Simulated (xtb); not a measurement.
xtb input:

```bash
xtb mol.xyz --gfn 1 --sp --chrg 1 --uhf 0
```
mol.xyz:
```
7

N     -2.01683095    -0.24425508     0.20271305
B     -0.46747872    -0.05138270     0.04652351
Br     0.54360799    -1.61899224     0.09446343
Br     0.13090390     1.70147521    -0.16232934
H     -2.52897656     0.64176544     0.17029016
H     -2.23884043    -0.70901516     1.08995339
H     -2.38488862    -0.85295510    -0.53654564
```

**Question.** Predict the final energy.

**Answer.** -13.61413 Eh (GFN1-xTB).

It need not be the lowest isomer of its formula.
